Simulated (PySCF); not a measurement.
C₄H₄BrCl, SMILES ClCC=C=CBr. Geometry: PBE0-D3(BJ)/def2-SVP. The structure was generated by enumeration; whether it is a known compound was not checked. The values are those of a single conformer.

**Question.** Give the equilibrium geometry at PBE0-D3(BJ)/def2-SVP (PySCF confirms it by a frequency run) as bond lengths and angles. (Estimate from the structure and the level; the computed values follow.)

**Answer.** This is not unique; one that fits is 
Atoms: Cl1 C2 C3 C4 C5 Br6 H7 H8 H9 H10. Bonded distances (Å): Cl1–C2 1.794, C2–C3 1.493, C2–H7 1.097, C2–H8 1.100, C3–C4 1.311, C3–H9 1.098, C4–C5 1.304, C5–Br6 1.890, C5–H10 1.093. Angles (°): Cl1–C2–C3 110.9, Cl1–C2–H7 107.8, Cl1–C2–H8 106.4, C3–C2–H7 111.6, C3–C2–H8 110.9, H7–C2–H8 109.1, C2–C3–C4 123.5, C2–C3–H9 117.0, C4–C3–H9 119.5, C3–C4–C5 179.4, C4–C5–Br6 122.8, C4–C5–H10 123.4, Br6–C5–H10 113.8.
